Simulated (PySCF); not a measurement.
1-chloro-1-fluoroethene (C₂H₂ClF), SMILES ClC(F)=C. Atoms are numbered in the order given.

```xyz
6

C      1.0662    -1.2726     0.0000
C      0.0143    -0.4565     0.0000
F     -1.2414    -0.8904     0.0000
Cl     0.1004     1.2712     0.0000
H      2.0777    -0.8716     0.0000
H      0.9048    -2.3511     0.0000
```
Charge 0, spin multiplicity 1.

The structure is a stationary point at TPSSh-D3(BJ)/def2-SVP.

Calculation: HF/pcSseg-2 run with PySCF.

GIAO shieldings, no solvent; atoms listed in one row are averaged. δ = σ(ref) − σ: ¹³C against TMS (σ = 193.3 ppm); ¹⁹F against CFCl3 (σ = 237.3 ppm); ³⁵Cl against HCl (σ = 947.2 ppm); ¹H against TMS (σ = 31.98 ppm), references at their B3LYP-D3(BJ)/def2-TZVP geometries, non-relativistic (without spin–orbit terms, shifts of atoms bonded to Cl or Br come out too high).

Problem. Estimate the chemical shifts. (Estimate from the structure and the level; the computed values follow.)

Solution. 
```
nucleus  atoms  count  δ (ppm)
-------  -----  -----  -------
¹³C         C2      1    169.3
¹³C         C1      1    102.3
¹⁹F         F3      1    -56.9
³⁵Cl       Cl4      1    218.1
¹H          H6      1     5.44
¹H          H5      1     5.25
```
